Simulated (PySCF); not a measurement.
cyclohexasilane (H12Si6), SMILES [SiH2]1[SiH2][SiH2][SiH2][SiH2][SiH2]1. Atoms are numbered in the order given.

```xyz
18

Si    -1.9152    -1.1057    -0.4030
Si    -1.9152     1.1057     0.4030
Si     0.0000     2.2115    -0.4030
Si     1.9152     1.1057     0.4030
Si     1.9152    -1.1057    -0.4030
Si     0.0000    -2.2115     0.4030
H     -1.8625    -1.0753    -1.8968
H     -3.1593    -1.8240     0.0104
H     -3.1593     1.8240    -0.0104
H     -1.8625     1.0753     1.8968
H      0.0000     2.1507    -1.8968
H      0.0000     3.6480     0.0104
H      3.1593     1.8240    -0.0104
H      1.8625     1.0753     1.8968
H      3.1593    -1.8240     0.0104
H      1.8625    -1.0753    -1.8968
H      0.0000    -2.1507     1.8968
H      0.0000    -3.6480    -0.0104
```
Charge 0, spin multiplicity 1.

Geometry: B3LYP-D3(BJ)/def2-SVP.

The numbers are results of B3LYP-D3(BJ)/def2-SVP (PySCF 2.14.0), not measurements.

Frequencies are harmonic and unscaled.

Modes within 1.5 cm⁻¹ of each other (mostly degenerate sets) share a row, with their intensities summed.

**Question.** List the normal modes with their intensities. (An estimate is asked for; the answer gives what the named calculation found.)

**Answer.** 
```
mode   ν (cm⁻¹)  IR (km/mol)  moving atoms (share of kinetic energy)
-----  --------  -----------  --------------------------------------
1–2          60          0.8                         Si 72 %, H 28 %
3           106          0.0                         Si 67 %, H 33 %
4–5         112          0.0                         Si 86 %, H 14 %
6           160          7.0                         Si 57 %, H 43 %
7–8         336          0.0                         H 82 %, Si 18 %
9           347          0.0                         Si 86 %, H 14 %
10–11       382          9.1                         Si 76 %, H 24 %
12–13       396         14.7                         H 76 %, Si 24 %
14          420          4.1                         H 60 %, Si 40 %
15–16       456          0.0                         Si 80 %, H 20 %
17          478          0.0                         Si 90 %, H 10 %
18          505          0.0                                  H 99 %
19          525          0.0                         H 64 %, Si 36 %
20          557          0.0                                  H 99 %
21          624          0.0                         H 90 %, Si 10 %
22–23       635         92.7                         H 89 %, Si 11 %
24–25       661          0.0                          H 92 %, Si 8 %
26–27       741        713.8                         H 87 %, Si 13 %
28–29       749          0.0                         H 87 %, Si 13 %
30          771          0.0                          H 91 %, Si 9 %
31–33       909        125.1                                  H 96 %
34–35       925        358.8                                  H 96 %
36          943          0.0                                  H 96 %
37–39      2186         34.3                                  H 98 %
40–41      2190        219.5                                  H 98 %
42         2194          0.0                                  H 97 %
43–44      2198        392.1                                  H 96 %
45–47      2201          0.0                                  H 97 %
48         2208        326.8                                  H 96 %
```
